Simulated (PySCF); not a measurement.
C4H9NSi, SMILES C#CCC[SiH2]N. Atoms are numbered in the order given.

```xyz
15

C     -0.4954     3.6755     0.0000
C      0.0378     2.5875     0.0000
C      0.6520     1.2599     0.0000
C     -0.3720     0.1056     0.0000
Si     0.4267    -1.6145     0.0000
N     -0.6678    -2.9602     0.0000
H     -0.9620     4.6420     0.0000
H      1.3144     1.1747     0.8803
H      1.3144     1.1747    -0.8803
H     -1.0308     0.1946     0.8814
H     -1.0308     0.1946    -0.8814
H      1.2782    -1.7239    -1.2230
H      1.2782    -1.7239     1.2230
H     -1.1974    -3.1897     0.8354
H     -1.1974    -3.1897    -0.8354
```

Geometry optimised at B3LYP-D3(BJ)/def2-SVP. The structure was generated by enumeration, and PubChem lists no compound with its InChIKey, so it may never have been made. Other conformers were not sampled.

Two levels are set side by side: PBE/pcSseg-1 (PySCF) and PBE0/pcSseg-1 (PySCF). GIAO shifts against NH3 (¹⁵N), TMS (²⁹Si), TMS (¹H), TMS (¹³C) at the same level; non-relativistic, no solvent, atoms listed together averaged. Differences are taken from unrounded values.

| quantity | PBE0 |
|---|---|
| δ(¹³C) of C1 (ppm) | 75.5 |
| δ(¹³C) of C2 (ppm) | 90.7 |
| δ(¹³C) of C3 (ppm) | 15.6 |
| δ(¹³C) of C4 (ppm) | 23.0 |
| δ(²⁹Si) of Si5 (ppm) | -25.4 |
| δ(¹⁵N) of N6 (ppm) | 11.1 |
| δ(¹H) of H7 (ppm) | 2.08 |
| δ(¹H) of H8, H9 (ppm) | 2.20 |
| δ(¹H) of H10, H11 (ppm) | 1.13 |
| δ(¹H) of H12, H13 (ppm) | 4.77 |
| δ(¹H) of H14, H15 (ppm) | 0.47 |

Problem. What does PBE give, and how far is it from PBE0? (An estimate is asked for; the answer gives what the named calculation found.)

Solution. 
```
quantity                   PBE  PBE minus PBE0
-----------------------  -----  --------------
δ(¹³C) of C1 (ppm)        71.9            -3.6
δ(¹³C) of C2 (ppm)        89.5            -1.2
δ(¹³C) of C3 (ppm)        17.0             1.4
δ(¹³C) of C4 (ppm)        25.2             2.2
δ(²⁹Si) of Si5 (ppm)     -26.3            -1.0
δ(¹⁵N) of N6 (ppm)        15.8             4.6
δ(¹H) of H7 (ppm)         1.89           -0.19
δ(¹H) of H8, H9 (ppm)     2.31            0.10
δ(¹H) of H10, H11 (ppm)   1.17            0.04
δ(¹H) of H12, H13 (ppm)   4.90            0.13
δ(¹H) of H14, H15 (ppm)   0.40           -0.08
```

Rough cost on one machine, each run with all the roots and properties that it gave: PBE0 against PBE within a factor of 2.
